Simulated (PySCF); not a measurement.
# Electronic structure of C²⁺ (carbon, charge +2) at the UHF level

Configuration: [He] 2s2, closed-shell 1S. Calculation: PySCF 2.14, in aug-cc-pCVTZ-DK (7s6p4d2f, 59 functions); scalar relativity by spin-free X2C-1e.

| Quantity | Value |
| --- | --- |
| Total energy | -36.422738 hartree |
| One-electron energy | -44.1474 hartree |
| Hartree (Coulomb) energy | 12.0428 hartree |
| Exchange energy | -4.3181 hartree |
| ⟨S²⟩ | 0.0000 |
| ⟨L²⟩ | 0.000 |
| Sum of ⟨r⟩ | 3.277 bohr |
| Sum of ⟨r²⟩ | 4.619 bohr² |
| Langevin diamagnetic susceptibility | -3.66 ×10⁻⁶ cm³/mol |
| Time after the integrals | 0.24 s of wall time on 1 thread of Neoverse-N1 (shared host) |

```
shell  electrons  mean orbital energy (hartree)  rms radius, mean of both spins (bohr)
   1s          2                      -12.65429                                  0.310
   2s          2                       -1.69472                                   1.49
```
